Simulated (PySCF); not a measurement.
## Bonding in `C[Si@@H](C[SiH3])C[SiH2]F`

Compound: C3H13FSi3.
SMILES with atom numbers: `[CH3:1][Si@@H:2]([CH2:3][SiH3:4])[CH2:5][SiH2:6][F:7]` (hydrogens: H8, H9, H10 on C1; H11 on Si2; H12, H13 on C3; H14, H15, H16 on Si4; H17, H18 on C5; H19, H20 on Si6)

Geometry (GFN2-xTB, Å), atoms numbered from 1 in this order:
```
atom  x, y, z in Å
C1     0.8068   -2.3659   -0.0307
Si2   -0.1949   -0.8882    0.6237
C3     0.9694    0.5246    1.1440
Si4    2.0729    1.2608   -0.2143
C5    -1.3929   -0.2902   -0.7299
Si6   -2.3501    1.2852   -0.3276
F7    -3.4179    1.5301   -1.5173
H8     0.1692   -3.2249   -0.2171
H9     1.5676   -2.6720    0.6806
H10    1.3086   -2.1227   -0.9629
H11   -0.9797   -1.3172    1.8004
H12    1.6091    0.1659    1.9502
H13    0.3670    1.3246    1.5736
H14    1.2540    1.8339   -1.2859
H15    2.9456    0.2239   -0.7735
H16    2.9149    2.3192    0.3546
H17   -2.1067   -1.0879   -0.9386
H18   -0.8356   -0.1395   -1.6553
H19   -1.5347    2.4919   -0.3413
H20   -3.1777    1.1591    0.8643
```

Bond orders from the PBE0/pcSseg-1 density (PySCF). The structure is a single GFN2-xTB conformer in the gas phase; no vibrational or solvent corrections.

(1) How far do the computed orders between heavy atoms stray from the drawn ones?

(2) Give the Mayer order of every bond, beside its length.

Results:

(1) The largest departure is 0.098, at Si2–C5 (drawn single, 0.902).

(2) 
| bond | drawn as | length (Å) | Mayer order |
| --- | --- | --- | --- |
| C1–Si2 | single | 1.901 | 0.975 |
| Si2–C3 | single | 1.903 | 0.912 |
| C3–Si4 | single | 1.899 | 0.915 |
| Si2–C5 | single | 1.904 | 0.902 |
| C5–Si6 | single | 1.887 | 0.919 |
| Si6–F7 | single | 1.617 | 0.909 |
| C1–H8 | single | 1.086 | 0.960 |
| C1–H9 | single | 1.086 | 0.958 |
| C1–H10 | single | 1.086 | 0.947 |
| Si2–H11 | single | 1.478 | 0.958 |
| C3–H12 | single | 1.090 | 0.937 |
| C3–H13 | single | 1.090 | 0.933 |
| Si4–H14 | single | 1.465 | 0.947 |
| Si4–H15 | single | 1.466 | 0.947 |
| Si4–H16 | single | 1.467 | 0.952 |
| C5–H17 | single | 1.091 | 0.935 |
| C5–H18 | single | 1.091 | 0.926 |
| Si6–H19 | single | 1.456 | 0.924 |
| Si6–H20 | single | 1.457 | 0.918 |

Bonds between the same two heavy elements. C–Si: lowest Si2–C5 (0.902, 1.904 Å), highest C1–Si2 (0.975, 1.901 Å); in 1 of the 10 pairs the longer bond (by over 0.003 Å) has the higher order (by 0.02 or more).

Question: Sum the orders of all bonds at each heavy atom with more than one neighbour and set the sums beside the valence in the SMILES.

Answer: C1 3.840 (drawn 4), Si2 3.747 (drawn 4), C3 3.697 (drawn 4), Si4 3.761 (drawn 4), C5 3.682 (drawn 4), Si6 3.670 (drawn 4). Orders between atoms that aren't bonded are not in these sums.

For a closed shell the Mayer order of atoms A and B is Σ (PS)μν (PS)νμ over the basis functions μ on A and ν on B, with P the density and S the overlap matrix.
